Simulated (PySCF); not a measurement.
TiFH3, SMILES [F][TiH3], multiplicity 1. Atoms are numbered in the order given.

```xyz
5

Ti     0.0000     0.0000    -0.4094
F      0.0000     0.0000     1.3218
H     -1.3831    -0.7985    -0.9631
H      1.3831    -0.7985    -0.9631
H      0.0000     1.5970    -0.9631
```
Charge 0, spin multiplicity 1.

Coordinates come from a PBE0-D3(BJ)/def2-TZVP optimisation. The spin state was assumed, not searched. The structure was generated by enumeration; whether it is a known compound was not checked.

Two levels are set side by side: PBE/pcSseg-2 (PySCF) and HF/pcSseg-2 (PySCF). GIAO shifts against CFCl3 (¹⁹F), TMS (¹H) at the same level; non-relativistic, no solvent, atoms listed together averaged. Differences are taken from unrounded values.

| quantity | HF |
|---|---|
| δ(¹⁹F) of F2 (ppm) | 286.6 |
| δ(¹H) of H3, H4, H5 (ppm) | 7.85 |

### Question
What does PBE give, and how far is it from HF? (The exact figures need the calculation; the answer reports its results.)

### Answer

```
quantity                     PBE  PBE minus HF
-------------------------  -----  ------------
δ(¹⁹F) of F2 (ppm)         442.8         156.2
δ(¹H) of H3, H4, H5 (ppm)   8.72          0.87
```

Rough cost on one machine, each run with all the roots and properties that it gave: HF against PBE within a factor of 2.
